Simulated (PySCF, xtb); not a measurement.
Dimer: H2S (SMILES S) (first 3 atoms) with Si2H6 (SMILES [SiH3][SiH3]); geometry from B3LYP-D3(BJ)/def2-TZVP, rigid monomers moved along the line of their centres of mass till S1···Si4 is 3.35 Å.
(charge 0, multiplicity 1):
```xyz
11

S      0.11707    -0.62045     0.19740
H      0.56597     0.62354    -0.03293
H     -1.16582    -0.24741     0.06577
Si     1.24679    -0.21453     3.32463
Si    -0.99281     0.48479     3.16816
H      2.09408     0.50374     2.34290
H      1.36438    -1.67140     3.08434
H      1.77603     0.07680     4.68177
H     -1.48106     0.95312     4.49060
H     -1.87167    -0.62206     2.72185
H     -1.12915     1.60900     2.20990
```

Counterpoise-corrected where a basis set is named; no monomer relaxation. Rows marked so take none.

Rows in 6-31G*, LANL2DZ carry no dispersion term and start afresh at each structure (6-31G* with six Cartesian d functions). LANL2DZ brings its own core potentials from Na on.

Codes used: PySCF for 6-31G* rows, LANL2DZ rows; xtb for the GFN methods. 

One of these levels gives 19.5 kJ/mol for the interaction energy. Name it.
A) GFN2-xTB
B) B3LYP/LANL2DZ (no counterpoise)
C) B3LYP/6-31G*
D) HF/6-31G*

D, HF/6-31G*. The others give -2.5 (GFN2-xTB), 13.2 (B3LYP/6-31G*), 15.8 (B3LYP/LANL2DZ (no counterpoise))
